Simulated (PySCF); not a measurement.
C₅H₄F₄O₂.
SMILES with atom numbers: `[O:1]=[C:2]([C@@H:3]1[O:4][CH2:5][C@H:6]1[F:7])[C:8]([F:9])([F:10])[F:11]` (hydrogens: H12 on C3; H13, H14 on C5; H15 on C6)

The same species was optimised twice, with GFN2-xTB and with PBE0-D3(BJ)/def2-SVP (PySCF), and the same property calculations (PySCF, gas phase) were run on both structures.

```json
{"coordinate": "C2–C8 (Å)", "GFN2-xTB": "1.560", "PBE0-D3(BJ)/def2-SVP": "1.547", "change": "-0.013"}
{"coordinate": "C8–F10 (Å)", "GFN2-xTB": "1.332", "PBE0-D3(BJ)/def2-SVP": "1.320", "change": "-0.012"}
{"coordinate": "C8–F11 (Å)", "GFN2-xTB": "1.332", "PBE0-D3(BJ)/def2-SVP": "1.325", "change": "-0.007"}
{"coordinate": "C3–C6 (Å)", "GFN2-xTB": "1.550", "PBE0-D3(BJ)/def2-SVP": "1.545", "change": "-0.005"}
{"coordinate": "C2–C3 (Å)", "GFN2-xTB": "1.504", "PBE0-D3(BJ)/def2-SVP": "1.510", "change": "+0.006"}
{"coordinate": "C3–O4 (Å)", "GFN2-xTB": "1.420", "PBE0-D3(BJ)/def2-SVP": "1.415", "change": "-0.005"}
{"coordinate": "O1=C2 (Å)", "GFN2-xTB": "1.194", "PBE0-D3(BJ)/def2-SVP": "1.198", "change": "+0.004"}
{"coordinate": "O4–C5 (Å)", "GFN2-xTB": "1.433", "PBE0-D3(BJ)/def2-SVP": "1.430", "change": "-0.003"}
{"coordinate": "C5–C6 (Å)", "GFN2-xTB": "1.530", "PBE0-D3(BJ)/def2-SVP": "1.528", "change": "-0.002"}
{"coordinate": "C8–F9 (Å)", "GFN2-xTB": "1.344", "PBE0-D3(BJ)/def2-SVP": "1.341", "change": "-0.003"}
{"coordinate": "C6–F7 (Å)", "GFN2-xTB": "1.357", "PBE0-D3(BJ)/def2-SVP": "1.355", "change": "-0.002"}
{"coordinate": "C3–C2–C8 (°)", "GFN2-xTB": "113.8", "PBE0-D3(BJ)/def2-SVP": "116.7", "change": "+2.9"}
{"coordinate": "O1–C2–C3 (°)", "GFN2-xTB": "125.3", "PBE0-D3(BJ)/def2-SVP": "123.0", "change": "-2.3"}
{"coordinate": "C2–C8–F9 (°)", "GFN2-xTB": "110.7", "PBE0-D3(BJ)/def2-SVP": "109.5", "change": "-1.2"}
{"coordinate": "F9–C8–F10 (°)", "GFN2-xTB": "107.0", "PBE0-D3(BJ)/def2-SVP": "108.2", "change": "+1.2"}
{"coordinate": "C2–C8–F11 (°)", "GFN2-xTB": "112.2", "PBE0-D3(BJ)/def2-SVP": "111.0", "change": "-1.2"}
{"coordinate": "F10–C8–F11 (°)", "GFN2-xTB": "107.7", "PBE0-D3(BJ)/def2-SVP": "108.8", "change": "+1.1"}
{"coordinate": "C2–C3–C6 (°)", "GFN2-xTB": "115.1", "PBE0-D3(BJ)/def2-SVP": "116.0", "change": "+0.9"}
{"coordinate": "F9–C8–F11 (°)", "GFN2-xTB": "107.8", "PBE0-D3(BJ)/def2-SVP": "108.6", "change": "+0.8"}
{"coordinate": "O1–C2–C3–O4 (°)", "GFN2-xTB": "-165", "PBE0-D3(BJ)/def2-SVP": "-159", "change": "+6"}
{"coordinate": "O1–C2–C8–F9 (°)", "GFN2-xTB": "-126", "PBE0-D3(BJ)/def2-SVP": "-129", "change": "-3"}
```

Rotational constants: A = 1969, B = 806.8, C = 696.7 MHz (GFN2-xTB) against A = 1972, B = 800.6, C = 700.8 MHz (PBE0-D3(BJ)/def2-SVP). Point groups within 0.08 Å: C1 and C1.

On the GFN2-xTB structure: HOMO (eV) -8.19 [PBE0/pcSseg-1]; LUMO (eV) -2.18 [PBE0/pcSseg-1]; dipole (D) 2.52 [PBE0/pcSseg-1]; GIAO shielding of O1 (ppm) -332.3 [PBE0/pcSseg-1]; GIAO shielding of C2 (ppm) -12.3 [PBE0/pcSseg-1]; GIAO shielding of C3 (ppm) 94.0 [PBE0/pcSseg-1]; GIAO shielding of O4 (ppm) 322.6 [PBE0/pcSseg-1]; GIAO shielding of C5 (ppm) 106.9 [PBE0/pcSseg-1]; GIAO shielding of C6 (ppm) 93.9 [PBE0/pcSseg-1]; GIAO shielding of F7 (ppm) 360.6 [PBE0/pcSseg-1]; GIAO shielding of C8 (ppm) 61.7 [PBE0/pcSseg-1].

Question: What do these properties become on the PBE0-D3(BJ)/def2-SVP structure?

Answer: 
```
                                    property          level  on GFN2-xTB  on PBE0-D3(BJ)/def2-SVP  change
                                   HOMO (eV)  PBE0/pcSseg-1        -8.19                    -8.15   +0.04
                                   LUMO (eV)  PBE0/pcSseg-1        -2.18                    -2.14   +0.04
                                  dipole (D)  PBE0/pcSseg-1         2.52                     2.42   -0.10
energy, GFN2-xTB geometry as zero (kcal/mol)  PBE0/pcSseg-1          0.0                     -0.6    -0.6
                  GIAO shielding of O1 (ppm)  PBE0/pcSseg-1       -332.3                   -348.7   -16.4
                  GIAO shielding of C2 (ppm)  PBE0/pcSseg-1        -12.3                    -14.3    -2.0
                  GIAO shielding of C3 (ppm)  PBE0/pcSseg-1         94.0                     92.7    -1.3
                  GIAO shielding of O4 (ppm)  PBE0/pcSseg-1        322.6                    324.0    +1.4
                  GIAO shielding of C5 (ppm)  PBE0/pcSseg-1        106.9                    105.3    -1.6
                  GIAO shielding of C6 (ppm)  PBE0/pcSseg-1         93.9                     95.0    +1.1
                  GIAO shielding of F7 (ppm)  PBE0/pcSseg-1        360.6                    361.9    +1.3
                  GIAO shielding of C8 (ppm)  PBE0/pcSseg-1         61.7                     63.8    +2.1
```

The heavy atoms differ by 0.053 Å rms after alignment. Among bonds between heavy atoms C2–C8 and C8–F10 change most and about equally (-0.013 to -0.012 Å). Changes are differences of the printed values. Neither structure is proved a minimum here.

Shape of the structure used: `[O:1]=[C:2]([C@@H:3]1[O:4][CH2:5][C@H:6]1[F:7])[C:8]([F:9])([F:10])[F:11]`: O1–C2–C3–O4 -159°, O1–C2–C8–F9 -129°.
